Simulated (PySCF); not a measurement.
# CI⁻: from constants to spectrum

UHF-MP2 constants of CI⁻, ³Σ⁻ (triplet), unpaired electrons π ↑↑ (C def2-SVPD, I def2-SVPD with ECP28; scalar-relativistic core potentials (PySCF 2.14); masses 12.0000 and 126.9045 u):

```
ωe           : 355.9 cm⁻¹
ωexe         : 3.52 cm⁻¹
Be           : 0.29048 cm⁻¹
αe           : 0.00370 cm⁻¹
De to C + I⁻ : 1.08 eV
```

Task: What force constant and bond length do these constants imply?

Result: Reduced mass μred = 10.963 u; k = 5.8918×10⁻⁷·μred·ωe² (u, cm⁻¹, mdyn/Å) = 0.818 mdyn/Å; Re = √(16.8576/(μred·Be)) (u, cm⁻¹, Å) = 2.301 Å.

Task: Estimate the centrifugal constant D from the Kratzer relation and find the Dunham coefficient a1.

Result: D = 4Be³/ωe² = 7.74e-07 cm⁻¹; a1 = −1 − αeωe/(6Be²) = -3.60.

Correlated steps freeze 5 core orbitals. Correlated levels converge slowly with the basis: in double zeta they bind strong bonds too weakly, by up to about 1 eV, and carry superposition errors of some tenths. These are scalar-relativistic numbers at best; spin–orbit coupling would shift them, the dissociation energy most. For an ion De counts to the pair picked by the measured ionisation energies or electron affinities, which need not be the lowest pair at this level. The state was picked by a PBE0 search and need not be the measured ground state.
